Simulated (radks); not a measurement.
The numbers below are computed, except where a source is named.
Q: Tm6+, 63 electrons, occupied as [Kr] 4d10 4f10.5 5s2 5p4 6s0.5 (fractional occupations, a model configuration). Level of theory: Dirac Kohn-Sham, BLYP, spin-unpolarised, spherical densities, finite nucleus; open shells are shared between the two j in proportion to 2j + 1; Fermi nuclear charge, rms radius 5.2256 fm (a radial shooting solver on a logarithmic mesh with Libxc functionals). Some entries of the table are withheld. Estimate them.

orbital     occ.  eigenvalue (hartree)  <r> (bohr)
1s1/2          2             -2179.550     0.02001
2s1/2          2             -370.5759     0.08430
2p1/2          2             -353.4481     0.07007
2p3/2          4             -317.4182     0.07746
3s1/2          2                   (1)      0.2205
3p1/2          2             -78.60370      0.2103
3p3/2          4             -70.99755      0.2242
3d3/2          4             -58.09239      0.1973
3d5/2          6             -56.43031      0.2016
4s1/2          2             -19.88582      0.4964
4p1/2          2             -16.84399      0.5043
4p3/2          4             -15.11047      0.5356
4d3/2          4             -10.09313      0.5596
4d5/2          6              -9.77462      0.5704
5s1/2          2              -5.09510         (2)
5p1/2    1.33333              -4.16914       1.240
5p3/2    2.66667              -3.88013       1.313
4f5/2        4.5              -3.63986      0.6773
4f7/2          6              -3.58772      0.6853
6s1/2        0.5              -2.11260       2.369

A: 
(1) 3s1/2 eigenvalue (hartree): -86.15330
(2) 5s1/2 <r> (bohr): 1.145
